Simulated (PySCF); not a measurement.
Isomers of C6H16Si2, one GFN2-xTB conformer each. Single-point energies are computed at PBE0/pcSseg-1 (PySCF, gas phase, no added dispersion term), electronic only.

| SMILES | GFN2-xTB relative energy (kJ/mol) |
| --- | --- |
| C=C[Si@@H](CCC)[SiH2]C | 114.9 |
| CCC/C(=C\[SiH3])C[SiH3] | 0.0 |
| C[Si@@H](C[SiH3])C1CCC1 | 29.2 |
| CC(C)/C(=C\[SiH3])C[SiH3] | 1.4 |
| C=C[SiH2][SiH2][C@H](C)CC | 94.1 |
| C=C[SiH2][C@@H](CC)[SiH2]C | 95.2 |
| CC(C)[Si@H]1CCC[SiH2]1 | 3.1 |

Conformers: `[CH2:1]=[CH:2][Si@@H:3]([CH2:4][CH2:5][CH3:6])[SiH2:7][CH3:8]` with C1–C2–Si3–C4 -131°, C2–Si3–C4–C5 42°, Si3–C4–C5–C6 62°, C2–Si3–Si7–C8 90°; `[CH3:1][CH2:2][CH2:3]/[C:4](=[CH:5]\[SiH3:6])[CH2:7][SiH3:8]` with C1–C2–C3–C4 179°, C2–C3–C4–C5 -94°, C3–C4–C7–Si8 85°; `[CH3:1][Si@@H:2]([CH2:3][SiH3:4])[CH:5]1[CH2:6][CH2:7][CH2:8]1` with C1–Si2–C3–Si4 67°, C1–Si2–C5–C6 -42°, Si2–C5–C6–C7 106°, C5–C6–C7–C8 11°, C6–C7–C8–C5 -11°, Si2–C5–C8–C7 -107°; `[CH3:1][CH:2]([CH3:3])/[C:4](=[CH:5]\[SiH3:6])[CH2:7][SiH3:8]` with C1–C2–C4–C5 127°, C2–C4–C7–Si8 104°; `[CH2:1]=[CH:2][SiH2:3][SiH2:4][C@H:5]([CH3:6])[CH2:7][CH3:8]` with C1–C2–Si3–Si4 101°, C2–Si3–Si4–C5 -173°, Si3–Si4–C5–C6 72°, Si4–C5–C7–C8 -61°; `[CH2:1]=[CH:2][SiH2:3][C@@H:4]([CH2:5][CH3:6])[SiH2:7][CH3:8]` with C1–C2–Si3–C4 122°, C2–Si3–C4–C5 -65°, Si3–C4–C5–C6 -172°, Si3–C4–Si7–C8 41°; `[CH3:1][CH:2]([CH3:3])[Si@H:4]1[CH2:5][CH2:6][CH2:7][SiH2:8]1` with C1–C2–Si4–C5 62°, C2–Si4–C5–C6 149°, Si4–C5–C6–C7 -53°, C5–C6–C7–Si8 53°, C6–C7–Si8–Si4 -26°.

Task: What does PBE0/pcSseg-1 give for the same structures?

Result: 
```
                    SMILES  PBE0/pcSseg-1 E (Eh)  PBE0/pcSseg-1 (kJ/mol)  GFN2-xTB (kJ/mol)  point group
    CC(C)[Si@H]1CCC[SiH2]1            -816.67696                     0.0                3.1           C1
   C[Si@@H](C[SiH3])C1CCC1            -816.65249                    64.2               29.2           C1
    C=C[Si@@H](CCC)[SiH2]C            -816.64915                    73.0              114.9           C1
C=C[SiH2][C@@H](CC)[SiH2]C            -816.64751                    77.3               95.2           C1
 C=C[SiH2][SiH2][C@H](C)CC            -816.63492                   110.4               94.1           C1
   CCC/C(=C\[SiH3])C[SiH3]            -816.63181                   118.6                0.0           C1
 CC(C)/C(=C\[SiH3])C[SiH3]            -816.63087                   121.0                1.4           C1
```

GFN2-xTB puts CCC/C(=C\[SiH3])C[SiH3] lowest instead; measured from each level's own lowest isomer, the values differ by up to 119.6 kJ/mol (CC(C)/C(=C\[SiH3])C[SiH3]: 1.4 against 121.0). As drawn, the lowest has an Si–Si bond, which the highest lacks; the highest has a C=C bond outside aromatic rings, which the lowest lacks. Neighbours under 10 kJ/mol apart (C[Si@@H](C[SiH3])C1CCC1 and C=C[Si@@H](CCC)[SiH2]C; C=C[Si@@H](CCC)[SiH2]C and C=C[SiH2][C@@H](CC)[SiH2]C; C=C[SiH2][SiH2][C@H](C)CC and CCC/C(=C\[SiH3])C[SiH3]; CCC/C(=C\[SiH3])C[SiH3] and CC(C)/C(=C\[SiH3])C[SiH3]) can change places with a better method, another conformer or zero-point energy.

Task: Which frontier levels, dipoles and rotational constants go with these structures?

Result: 
| SMILES | HOMO (eV, PBE0/pcSseg-1) | LUMO (eV) | dipole (D) | A, B, C (MHz) |
| --- | --- | --- | --- | --- |
| CC(C)[Si@H]1CCC[SiH2]1 | -7.44 | 0.14 | 0.82 | 2310, 904.6, 709.1 |
| C[Si@@H](C[SiH3])C1CCC1 | -7.67 | 0.81 | 0.31 | 2022, 875.7, 758.7 |
| C=C[Si@@H](CCC)[SiH2]C | -7.71 | -0.24 | 0.39 | 1597, 897.8, 748.7 |
| C=C[SiH2][C@@H](CC)[SiH2]C | -7.71 | -0.29 | 0.29 | 1415, 994.3, 709.8 |
| C=C[SiH2][SiH2][C@H](C)CC | -7.47 | -0.41 | 0.33 | 2344, 657.6, 600.1 |
| CCC/C(=C\[SiH3])C[SiH3] | -6.95 | -0.35 | 1.36 | 1270, 883.4, 573.2 |
| CC(C)/C(=C\[SiH3])C[SiH3] | -6.96 | -0.35 | 1.37 | 1510, 908.6, 676.0 |
